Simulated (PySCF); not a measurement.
C₇H₁₁ (doublet state).
Geometry (GFN2-xTB, Å), atoms numbered from 1 in this order:
```
atom  x, y, z in Å
C1    -0.6741    0.5854    1.4121
C2    -0.8095    0.0053    0.0542
C3    -1.3152   -1.4422    0.0991
C4    -1.7087    0.8632   -0.8446
C5     0.5606    0.0230   -0.4723
C6     1.7046    0.0684   -0.8339
C7     3.0718    0.1066   -1.3084
H8    -0.6475    1.6506    1.5392
H9    -0.3576   -0.0336    2.2295
H10   -1.3390   -1.8665   -0.9025
H11   -2.3193   -1.4705    0.5171
H12   -0.6613   -2.0533    0.7172
H13   -1.7315    0.4572   -1.8536
H14   -1.3359    1.8838   -0.8917
H15   -2.7215    0.8793   -0.4476
H16    3.4417   -0.9065   -1.4658
H17    3.1272    0.6526   -2.2502
H18    3.7067    0.6035   -0.5742
```

The hyperfine couplings belong to this conformer and change with its torsions.

As a line formula: `[CH2]C(C)(C)C#CC` [radical].

Theory: PySCF, UKS B3LYP, pcH-1 on C H, non-relativistic, mean-field spin-orbit, GIAO. Geometry: GFN2-xTB, one conformer, isolated molecule. A GFN2-xTB geometry isn't a minimum of the functional, and hyperfine couplings can be far from their values at a DFT geometry. Stability of the SCF solution: not tested.

Largest spin populations (Mulliken): C1 (+1.06), C6 (+0.08) and C2 (-0.06). C1 is the only atom above +0.15. The angles at C1 add up to 358.2°, so it is nearly planar; its axial dipolar tensor and the negative couplings of its protons fit spin in a p orbital normal to that plane.

Find Q in a(H) = Q·ρ(C) for the protons on the planar carbons that carry spin.

| H | C | ρ(C) | a(H) (G) | a/ρ (G) |
| --- | --- | --- | --- | --- |
| H8 | C1 | +1.058 | -21.03 | -19.9 |
| H9 | C1 | +1.058 | -21.01 | -19.9 |

These protons share one ρ (within 0.01), so their mean ratio, Q = -19.9 G, is no test of linearity. In McConnell's picture π spin on carbon polarises the C–H bond and leaves opposite spin at the proton, which makes Q negative, as found here.

Couplings in gauss use g_iso = 2.0025.
